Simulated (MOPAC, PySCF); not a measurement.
CHB2N, SMILES `B(C#N)=B`, neutral singlet in the gas phase. 

Cartesian coordinates (Å):
SMILES: B=BC#N
```xyz
5

B      1.4164     0.1576     0.4705
B     -0.0245    -0.0021     0.0106
C     -1.4102    -0.1570    -0.4322
N     -2.5105    -0.2797    -0.7838
H      2.5289     0.2813     0.8255
```
Charge 0, spin multiplicity 1.

All levels are single points at this geometry (PBE0-D3(BJ)/def2-TZVP); Pople sets use spherical d functions. Orbital energies aren't observables, and empty levels follow the basis.

AM1 in MOPAC gives dipole (D) = 4.03.

Question: Estimate the dipole (D) from each of these levels: PBE-D3(BJ)/def2-TZVP in PySCF; ωB97X-D3(BJ)/def2-TZVP in PySCF; B3LYP/6-311+G** in PySCF; BP86/6-31G* in PySCF; HF/3-21G in PySCF; HF/6-31G* in PySCF; HF/STO-3G in PySCF; PM3 in MOPAC.

Answer: 
```csv
level,dipole (D)
PBE-D3(BJ)/def2-TZVP in PySCF,3.19
ωB97X-D3(BJ)/def2-TZVP in PySCF,3.43
B3LYP/6-311+G** in PySCF,3.46
BP86/6-31G* in PySCF,3.14
HF/3-21G in PySCF,3.24
HF/6-31G* in PySCF,3.73
HF/STO-3G in PySCF,3.14
PM3 in MOPAC,2.48
```
